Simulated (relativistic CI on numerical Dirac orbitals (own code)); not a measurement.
# Co4+ in a cubic cluster: 3s photoemission with charge transfer

Computed with a charge-transfer multiplet model of a cubic metal-ligand cluster with up to 3 ligand holes, Slater and spin-orbit integrals from Dirac-Coulomb-Breit ions, Slater integrals scaled by 0.7. The ground state mixes d5 with configurations of k ligand holes L, whose averages lie at kΔ + k(k − 1)U_dd/2; a core hole lowers each added d electron by U_cd. 20 K, Lorentzian 1.4 eV and Gaussian 0.8 eV FWHM.

Atomic integrals in eV (Slater integrals scaled, ζ unscaled), ground: F2dd 9.508, F4dd 5.971, zeta_d 0.080; with the core hole: F2dd 10.152, F4dd 6.404, zeta_d 0.090, G2cd 9.806.

Cluster parameters (eV): Δ = -0.8, U_cd = 7.4, 10Dq = 1.6, 10Dq(ligand) = 0.3, V(eg) = 2.65, V(t2g) = -1.43, final-state hopping factor = 0.9.

```csv
Case,n_d,d5,d6L,d7L2,d8L3,S
U_dd = 6 eV,5.98,0.24,0.55,0.19,0.02,0.54
U_dd = 7.4 eV,5.91,0.27,0.56,0.16,0.01,0.56
U_dd = 8.1 eV,5.87,0.28,0.57,0.14,0.01,0.57
```

Weights, n_d and S are thermal averages at 20 K. Binding energies count from the first peak over 30 % of the highest in each spectrum, which can be another peak from case to case. The parameters are a model scan and need not match a compound or its usual spin state. Peaks in eV (height, largest 100):
- U_dd = 6 eV: 0.0 (100), 6.9 (27), 9.4 (25), 13.5 (11), 14.9 (10)
- U_dd = 7.4 eV: 0.0 (100), 2.3 (30), 5.1 (26), 6.9 (25), 9.8 (19), 15.0 (10)
- U_dd = 8.1 eV: 0.0 (100), 2.5 (29), 5.1 (26), 7.0 (25), 10.0 (17), 15.1 (9)

Curve for U_dd = 7.4 eV (points under 2 left out, the grid thinned):

(E (eV), Intensity): (-3.8, 4.6), (-3.2, 6.3), (-2.7, 8.6), (-2.1, 13.7), (-1.6, 22.3), (-1.0, 45.3), (-0.5, 78.3), (0.1, 99.5), (0.7, 68.0), (1.2, 41.2), (1.8, 29.9), (2.3, 29.5), (2.9, 25.9), (3.4, 20.3), (4.0, 18.2), (4.6, 22.9), (5.1, 26.2), (5.7, 23.9), (6.2, 23.5), (6.8, 25.3), (7.3, 24.7), (7.9, 21.2), (8.4, 18.1), (9.0, 17.1), (9.6, 18.8), (10.1, 18.1), (10.7, 14.6), (11.2, 12.6), (11.8, 11.4), (12.3, 9.6), (12.9, 7.7), (13.5, 7.5), (14.0, 8.1), (14.6, 9.6), (15.1, 10.0), (15.7, 7.9), (16.2, 5.8), (16.8, 4.2), (17.4, 3.5), (17.9, 3.4), (18.5, 3.3), (19.0, 3.5), (19.6, 3.5), (20.1, 2.8), (20.7, 2.1)

For the case U_dd = 6 eV, Δ = -0.8 eV is smaller than U_dd = 6 eV, the charge-transfer side of the Zaanen-Sawatzky-Allen scheme (negative Δ: between configuration averages a ligand hole costs less than the nominal valence; multiplet and field energies can change this for the lowest states). With the core hole the average of the configuration with one ligand hole lies at Δ − U_cd = -8.2 eV before mixing: it lies below the unscreened one, so the lowest final states are mostly screened and the unscreened weight appears at higher binding energy as a satellite.

Without intra-shell correlation the exchange splitting of the 3s hole comes out too large.
